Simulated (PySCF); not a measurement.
Atoms are numbered as in `[CH3:1][CH:2]([CH3:3])[Si@@H:4]([C:5]#[N:6])[C:7]#[C:8][SiH3:9]` (H(Xn): hydrogen on atom n).

Theoretical values (PySCF): shielding tensors at PBE0/pcSseg-1 (GIAO), PBE0-D3(BJ)/def2-SVP geometry. Rapidly exchanging positions averaged, no solvent model, no relativistic terms, a single conformation.

δ = σ(ref) − σ, references computed at the same level: 13C (184.41 ppm), 1H (31.27 ppm), 29Si (351.99 ppm) against TMS; 15N (265.67 ppm) vs NH3.

```json
{"atoms": "C8", "nucleus": "13C", "count": "1", "δ (ppm)": "117.4"}
{"atoms": "C5", "nucleus": "13C", "count": "1", "δ (ppm)": "124.7"}
{"atoms": "H(C1)", "nucleus": "1H", "count": "3", "δ (ppm)": "1.31"}
{"atoms": "H(C3)", "nucleus": "1H", "count": "3", "δ (ppm)": "1.13"}
{"atoms": "Si4", "nucleus": "29Si", "count": "1", "δ (ppm)": "?"}
{"atoms": "C2", "nucleus": "13C", "count": "1", "δ (ppm)": "15.8"}
{"atoms": "N6", "nucleus": "15N", "count": "1", "δ (ppm)": "?"}
{"atoms": "H(Si9)", "nucleus": "1H", "count": "3", "δ (ppm)": "?"}
{"atoms": "C7", "nucleus": "13C", "count": "1", "δ (ppm)": "112.8"}
{"atoms": "C1", "nucleus": "13C", "count": "1", "δ (ppm)": "17.8"}
{"atoms": "H(C2)", "nucleus": "1H", "count": "1", "δ (ppm)": "0.97"}
{"atoms": "Si9", "nucleus": "29Si", "count": "1", "δ (ppm)": "-95.3"}
{"atoms": "C3", "nucleus": "13C", "count": "1", "δ (ppm)": "17.6"}
{"atoms": "H(Si4)", "nucleus": "1H", "count": "1", "δ (ppm)": "?"}
```

Question: Complete the table.

Answer: 
- H(Si4): 4.45 ppm, hydrogen on a silicon bonded to 3 C
- H(Si9): 4.22 ppm, hydrogen on a silicon bonded to C
- Si4: -61.2 ppm, silicon bonded to 3 C, H
- N6: 369.9 ppm, nitrile nitrogen

Shifts are as computed. Against solution values, carbons near 30 ppm lie about +2 ppm off and those near 130 ppm about +5 ppm. Of 1309 compounds with measured shifts, 239 miss one by over three times the rms of a fit or turn the order of signals round; such compounds aren't used in these exercises. Experimental scales use liquid or dissolved standards, which lie at an offset from isolated NH3 (liquid NH3: subtract about 20 ppm). Unscaled 15N shifts of sp2 nitrogen come out 20 to 40 ppm too high even then.
